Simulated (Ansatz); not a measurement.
Relaxation of a periodic cell of 17 atoms, TiSi16 (host Si, host structure diamond, interstitial Ti), to a largest force component of 0.03 eV/Å in at most 60 steps.

The calculation used Ansatz, DFT PBE-D3(BJ), scalar-relativistic, plane waves, PAW. Settings: PAW set soft_1, cutoff 420 eV, k mesh 2x2x2, fermi-dirac smearing 0.02 eV, no spin polarisation.

```xyz
17
Lattice="0.0000 5.4300 5.4300 5.4300 0.0000 5.4300 5.4300 5.4300 0.0000" Properties=species:S:1:pos:R:3:forces:R:3
Si 0.000 0.000 0.000 -0.02 -0.02 -0.02
Si 1.357 1.357 1.357 -0.26 -0.27 -0.28
Si 2.715 2.715 0.000 0.06 0.06 0.67
Si 4.072 4.072 1.357 0.25 0.25 -0.23
Si 2.715 0.000 2.715 0.02 0.81 0.05
Si 4.072 1.357 4.072 0.26 -0.23 0.26
Si 5.430 2.715 2.715 -0.46 0.02 -0.03
Si 6.787 4.072 4.072 -1.07 1.00 1.01
Si 0.000 2.715 2.715 0.83 0.02 0.04
Si 1.357 4.072 4.072 -0.23 0.26 0.26
Si 2.715 5.430 2.715 0.02 -0.48 -0.03
Si 4.072 6.787 4.072 1.04 -1.12 1.06
Si 2.715 2.715 5.430 -0.02 -0.02 -0.59
Si 4.072 4.072 6.787 1.38 1.38 -1.46
Si 5.430 5.430 5.430 0.02 0.02 0.03
Si 6.787 6.787 6.787 -0.59 -0.59 -0.60
Ti 8.219 8.211 8.164 -1.21 -1.08 -0.17
```

Question: Where does it end, and by what steps?

Answer: It converged. Limits of this set-up: coarse k mesh. After 3 steps the energy has fallen by 0.457 eV; Ti17 moved furthest, 0.10 Å.

| step | energy less start (eV) | largest force component (eV/Å) | accepted |
| --- | --- | --- | --- |
| 0 | 0.0000 | 1.463 | yes |
| 1 | -0.4216 | 0.429 | yes |
| 2 | -0.4560 | 0.044 | yes |
| 3 | -0.4566 | 0.003 | yes |

```xyz
17
Lattice="0.0000 5.4300 5.4300 5.4300 0.0000 5.4300 5.4300 5.4300 0.0000" Properties=species:S:1:pos:R:3
Si 0.004 0.004 -0.001
Si 1.346 1.345 1.341
Si 2.719 2.719 0.036
Si 4.093 4.093 1.342
Si 2.718 0.040 2.717
Si 4.093 1.346 4.088
Si 5.399 2.721 2.716
Si 6.746 4.123 4.119
Si 0.040 2.717 2.716
Si 1.347 4.092 4.088
Si 2.721 5.399 2.716
Si 4.123 6.745 4.119
Si 2.719 2.719 5.394
Si 4.120 4.119 6.744
Si 5.434 5.434 5.435
Si 6.749 6.748 6.744
Ti 8.149 8.149 8.148
```

Time of the run: 17 s on 1 thread of AMD EPYC 7B13 (Zen 3) (shared host), peak memory 0.56 GiB.
